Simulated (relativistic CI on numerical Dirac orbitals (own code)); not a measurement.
## Hyperfine structure of Pt XI, mass number 195

Calculated at this level of theory: Dirac-Coulomb-Breit CI, separate exchange-only KLI orbitals for each configuration, model QED, unscaled Slater integrals (own radial code, finite nucleus).

Configuration list (outside the closed core [Kr] 4d10): 4f14.5s2.5p6, 4f14.5s2.5p5.5d, 4f14.5s.5p6.5d, 4f14.5s2.5p5.5f, 4f13.5s2.5p6.5d, 4f14.5s2.5p5.6s, 4f14.5s2.5p5.5g, 4f14.5s.5p6.5f, 4f14.5s2.5p5.6p, 4f13.5s2.5p6.6s, 4f14.5p6.5d2, 4f14.5p5.5d3, 4f14.5p5.5d2.5f, 4f13.5p6.5d3, 4f14.5p5.5d2.6s, 4f14.5p5.5d2.5g. Double excitations out of closed p, d and f shells are left out; levels of such configurations are missing from the list, as are those of other unlisted configurations, and high levels can miss mixing partners. Some configurations lack a partner that the ground configuration has and come out too high, among them 4f14.5s2.5p5.6p, 4f13.5s2.5p6.6s.

Nuclear spin I = 1/2, μ = 0.6073 μN (tables of Stone and Pyykkö). The electronic factors are computed for point nuclear moments, without core polarisation or the Bohr-Weisskopf and QED corrections.

| Level | E (eV) | A (MHz) |
| --- | --- | --- |
| 4f14.5s2.5p5.5d 3P°_1 | 52.8657 | 4875 |
| 4f14.5s2.5p5.5d 3F°_3 | 54.5335 | 8212 |
| 4f14.5s2.5p5.5d 3D°_2 | 54.8977 | 6878 |
| 4f14.5s2.5p5.5d 3F°_4 | 55.5954 | 5571 |
| 4f14.5s2.5p5.5d 1D°_2 | 56.6840 | 3424 |
| 4f14.5s2.5p5.5d 3D°_3 | 58.7766 | 4745 |
| 4f14.5s2.5p5.5d 3D°_1 | 63.8120 | -5610 |
| 4f14.5s2.5p5.5d 3F°_2 | 71.4063 | 32650 |

Levels with J = 0, under 50 % of one LS term, or S terms without an open s electron are left out. Small factors come from cancelling terms and can be off by tens of per cent or more.

At this charge transitions that keep the count of f electrons are usually good to a few per cent. Levels and lines within the n = 5 or 6 shells can be off by up to 10 % or somewhat more, and those that change n by about 2 %, since core polarisation is missing. Levels that differ in their count of f electrons can be misplaced by several ten thousand cm⁻¹, since the correlation energy of f electrons is missing or only estimated; rates across such gaps can be off by orders of magnitude.

Question: Give the hyperfine levels of 4f14.5s2.5p5.5d 3F°_2 relative to its centre of gravity.

Answer: With K = F(F + 1) − I(I + 1) − J(J + 1), E = AK/2: F = 3/2: -48980, F = 5/2: 32650 MHz.

LS names give the leading component of a level, which can be under half, so a name can repeat, a term be missing and a line seem to break the LS rules.
